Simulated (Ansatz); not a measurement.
`CN(C)[Si]Br` + `[SiH3]N[SiH3]` → `[SiH3]N([SiH3])[Si]Br` + `CNC` at 298.15 K and 1 bar (ligand exchange at the Si–N bond).

Gas-phase electronic energies from Ansatz, PBE0-D4/def2-TZVP geometries. CBS: MP2 limit from def2 TZ/QZ plus the TZ coupled-cluster correction, frozen cores. This one scheme is used for every species. For Br outer-core shells are correlated without core-valence functions, which leaves a few kJ/mol of doubt a bond. Scalar relativity is left out up to krypton. One conformer a species, not always the lowest.

```tsv
species	CCSD(T)/CBS energy (Eh)	H − E (kJ/mol)	S (J/(mol·K))
`CN(C)[Si]Br`	-2996.85389	242.2	353.8
`[SiH3]N[SiH3]`	-637.10515	192.6	335.6
`[SiH3]N([SiH3])[Si]Br`	-3498.95213	179.4	392.4
`CNC`	-135.00321	256.9	271.4
```

H − E and S are ideal-gas, rigid-rotor, harmonic terms from PBE0-D4/def2-TZVP, for one conformer and one mirror image of each species. 1 Eh = 2625.50 kJ/mol, R = 8.31446 J/(mol·K).

Question: By hand: ΔE, ΔH, ΔS and ΔG.

Answer: ΔE = (-3498.95213) + (-135.00321) − (-2996.85389) − (-637.10515) = 0.00370 Eh = 9.7 kJ/mol. Δ(H − E) = 179.4 + 256.9 − 242.2 − 192.6 = 1.5, so ΔH = 11.2 kJ/mol. ΔS = 392.4 + 271.4 − 353.8 − 335.6 = -25.6 J/(mol·K). ΔG = 11.2 − 298.15 × (-25.6)/1000 = 18.8 kJ/mol.

Question: By hand: the equilibrium constant, and the temperature at which ΔG would vanish if ΔH and ΔS stayed fixed.

Answer: log₁₀ K = −ΔG/(RT ln 10) = -3.3. ΔH and −TΔS have one sign here, so there is no such temperature.

TΔS isn't small against ΔH here. A doubt of 5 kJ/mol in ΔE shifts log₁₀ K by 0.9 here. Other conformers and mirror images would add mixing entropy, several J/(mol·K) or more a flexible species. Modes under 60 cm⁻¹, often nearly free rotors, make the harmonic entropy too high. These are equilibria of isolated gas molecules and say nothing of rates. Largest T1 diagnostic: 0.012 (customary marks: 0.02 for closed shells, 0.045 for open ones).
